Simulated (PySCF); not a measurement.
Compound: C6H16GeNO (charge +1).
Cartesian coordinates in Å at the PBE0-D3(BJ)/def2-SVP level; atoms count from 1:
```
atom  x, y, z in Å
C1    -1.696   -0.889    1.435
N2    -1.426   -0.438    0.043
C3    -1.784   -1.519   -0.902
C4    -2.120    0.855   -0.250
C5    -1.268    1.933    0.423
C6     0.132    1.314    0.573
C7     0.060   -0.046   -0.115
O8     0.821   -1.046    0.383
Ge9    2.585   -1.284   -0.055
H10   -1.494   -0.073    2.137
H11   -1.039   -1.735    1.659
H12   -2.750   -1.185    1.505
H13   -2.845   -1.770   -0.785
H14   -1.161   -2.393   -0.676
H15   -1.593   -1.181   -1.928
H16   -3.159    0.796    0.100
H17   -2.131    0.966   -1.343
H18   -1.265    2.843   -0.192
H19   -1.683    2.220    1.399
H20    0.922    1.926    0.117
H21    0.412    1.162    1.626
H22    0.169    0.074   -1.213
H23    2.623   -1.185   -1.587
H24    3.356   -0.149    0.628
H25    2.874   -2.672    0.504
```

Computed, not measured: PBE0-D3(BJ)/def2-SVP geometry optimisation, gas phase (PySCF).

Take the most abundant isotopes and a rigid rotor. The values belong to one conformer with, in the numbering `[CH3:1][N+:2]1([CH3:3])[CH2:4][CH2:5][CH2:6][C@H:7]1[O:8][GeH3:9]`, C6–C7–O8–Ge9 -84°, C1–N2–C4–C5 78°, N2–C4–C5–C6 22°, C4–C5–C6–C7 4°, C5–C6–C7–O8 -148°.

(1) What are A, B and C (MHz)?

(2) What kind of rotor is it?

(3) What does the inertial defect say?

(4) Give the other two planar moments, Paa and Pbb, and the rms extents of the mass along the axes.

(5) Predict some low-J microwave lines.

(6) Estimate the classical rotational partition function at 10 K, 298.15 K and 500 K.

Results:

(1) Ia = 231.93, Ib = 845.01, Ic = 951.23 u·Å²; 505379 MHz·u·Å²/I gives A = 2179, B = 598.1, C = 531.3 MHz.

(2) A near-prolate asymmetric top: κ = (2 × 598.1 − 2179 − 531.3)/(2179 − 531.3) = -0.92.

(3) Not planar: Δ = Ic − Ia − Ib = -125.70 u·Å². For a rigid frame Δ = −2 Σ m c², so Σ m c² = 62.85 u·Å² lies off the ab plane: 24.40 from hydrogen and 38.46 from heavier atoms. The atom farthest from that plane is 1.96 Å away.

(4) Paa = Σ m a² = (Ib + Ic − Ia)/2 = 782.15 and Pbb = Σ m b² = (Ia + Ic − Ib)/2 = 169.08 u·Å². With the mass M = 192.04 u, the rms extents √(P/M) along a, b and c are 2.02, 0.94, 0.57 Å.

(5) The dipole components (about the centre of mass, as the species is charged) are |μa| = 5.63 D, |μb| = 0.92 D, |μc| = 0.79 D. The squared components, which scale the intensities, stand as 1.00 : 0.03 : 0.02 (a : b : c). Some lines, for components of 0.1 D or more:

```json
{"type": "a", "branch": "Q", "J(Ka,Kc)": "4(1,3) ← 4(1,4)", "MHz": "668", "lower level (cm⁻¹)": "0.419"}
{"type": "c", "branch": "Q", "J(Ka,Kc)": "1(1,1) ← 1(0,1)", "MHz": "1581", "lower level (cm⁻¹)": "0.038"}
{"type": "b", "branch": "Q", "J(Ka,Kc)": "1(1,0) ← 1(0,1)", "MHz": "1648", "lower level (cm⁻¹)": "0.038"}
{"type": "b", "branch": "Q", "J(Ka,Kc)": "2(1,1) ← 2(0,2)", "MHz": "1717", "lower level (cm⁻¹)": "0.113"}
{"type": "b", "branch": "Q", "J(Ka,Kc)": "3(1,2) ← 3(0,3)", "MHz": "1824", "lower level (cm⁻¹)": "0.226"}
{"type": "b", "branch": "Q", "J(Ka,Kc)": "4(1,3) ← 4(0,4)", "MHz": "1974", "lower level (cm⁻¹)": "0.376"}
{"type": "a", "branch": "R", "J(Ka,Kc)": "2(1,2) ← 1(1,1)", "MHz": "2192", "lower level (cm⁻¹)": "0.090"}
{"type": "b", "branch": "R", "J(Ka,Kc)": "4(0,4) ← 3(1,3)", "MHz": "3074", "lower level (cm⁻¹)": "0.273"}
{"type": "a", "branch": "R", "J(Ka,Kc)": "3(2,2) ← 2(2,1)", "MHz": "3388", "lower level (cm⁻¹)": "0.328"}
{"type": "a", "branch": "R", "J(Ka,Kc)": "4(1,4) ← 3(1,3)", "MHz": "4380", "lower level (cm⁻¹)": "0.273"}
{"type": "b", "branch": "Q", "J(Ka,Kc)": "3(2,1) ← 3(1,2)", "MHz": "4654", "lower level (cm⁻¹)": "0.287"}
{"type": "c", "branch": "Q", "J(Ka,Kc)": "2(2,1) ← 2(1,1)", "MHz": "4743", "lower level (cm⁻¹)": "0.170"}
{"type": "b", "branch": "Q", "J(Ka,Kc)": "3(2,2) ← 3(1,3)", "MHz": "5045", "lower level (cm⁻¹)": "0.273"}
{"type": "c", "branch": "R", "J(Ka,Kc)": "3(1,2) ← 2(0,2)", "MHz": "5204", "lower level (cm⁻¹)": "0.113"}
{"type": "b", "branch": "R", "J(Ka,Kc)": "2(2,0) ← 1(1,1)", "MHz": "7137", "lower level (cm⁻¹)": "0.090"}
{"type": "b", "branch": "R", "J(Ka,Kc)": "3(2,2) ← 2(1,1)", "MHz": "8131", "lower level (cm⁻¹)": "0.170"}
{"type": "c", "branch": "R", "J(Ka,Kc)": "3(2,2) ← 2(1,2)", "MHz": "8331", "lower level (cm⁻¹)": "0.164"}
{"type": "b", "branch": "R", "J(Ka,Kc)": "3(2,1) ← 2(1,2)", "MHz": "8342", "lower level (cm⁻¹)": "0.164"}
{"type": "c", "branch": "R", "J(Ka,Kc)": "4(2,2) ← 3(1,2)", "MHz": "9191", "lower level (cm⁻¹)": "0.287"}
{"type": "b", "branch": "R", "J(Ka,Kc)": "4(2,2) ← 3(1,3)", "MHz": "9591", "lower level (cm⁻¹)": "0.273"}
{"type": "b", "branch": "Q", "J(Ka,Kc)": "4(4,0) ← 4(3,1)", "MHz": "11296", "lower level (cm⁻¹)": "0.862"}
{"type": "b", "branch": "Q", "J(Ka,Kc)": "4(4,1) ← 4(3,2)", "MHz": "11297", "lower level (cm⁻¹)": "0.862"}
{"type": "c", "branch": "R", "J(Ka,Kc)": "3(3,0) ← 2(2,0)", "MHz": "11459", "lower level (cm⁻¹)": "0.328"}
{"type": "b", "branch": "R", "J(Ka,Kc)": "4(3,2) ← 3(2,1)", "MHz": "12584", "lower level (cm⁻¹)": "0.442"}
```

(6) Point group C1, symmetry number σ = 1; q = (√π/σ)·√((kT/h)³/(ABC)), k/h = 20836.6 MHz/K: 6410 at 10 K, 1040000 at 298.15 K, 2270000 at 500 K.

PBE0-D3(BJ)/def2-SVP frequencies: not computed here. Constants of a rigid frame at the computed geometry: no zero-point averaging, no centrifugal distortion. A rigid rotor knows nothing of internal rotation, which can split or shift real lines. Quadrupole hyperfine structure (14N) is left out.
